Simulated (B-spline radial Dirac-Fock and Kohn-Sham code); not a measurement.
**Ar 2s: cross section and angular parameters**

System: neutral argon in the configuration [Ne] 3s2 3p6; threshold 326.3 eV (tabulated edge). Model: Dirac-Hartree-Slater photoionisation with a Latter tail; cross sections with all multipoles, angular parameters from the dipole term and its interference with E2. Program: a B-spline atomic structure program.

Input of the calculation (task.json; shells as n, l, electrons):

```json
{"items": [{
  "Z": 18,
  "q": 0,
  "cfg": [[1, 0, 2], [2, 0, 2], [2, 1, 6], [3, 0, 2], [3, 1, 6]],
  "A": 40,
  "rrms": 3.4274,
  "do": "xps",
  "hv": [50.5, 78.2, 102.0, 103.0, 113.0, 122.0, 142.0, 152.0, 159.0, 168.0, 176.0, 200, 208.0, 214.0, 298.0, 300, 593.0, 700.0, 800, 1000, 2000, 3170.0, 4000, 9251.7, 9430.0, 9930.0, 11300.0, 13900.0, 15000],
  "edges": {"K": 3205.9, "L1": 326.3, "L2": 250.6, "L3": 248.4}
}]}
```

Run with: `python xray2_run.py task.json out`

```
hν (eV)  σ (kb)      β       γ
    593     154  2.000  -0.015
    700     117  2.000  -0.047
    800    92.8  2.000  -0.044
   1000    61.3  2.000   0.002
   2000    14.6  2.000   0.351
   3170    5.05  2.000   0.697
   4000       ?      ?       ?
 9251.7   0.327  2.000   1.835
   9430   0.310  2.000   1.860
   9930   0.269  2.000   1.929
  11300   0.189  1.999   2.107
  13900   0.106  1.999   2.413
  15000  0.0850  1.999   2.533
```

**Question.** Give the values at 4000 eV.

**Answer.** σ = 2.88 kb, β = 2.000, γ = 0.902. For an s subshell δ is negligible.
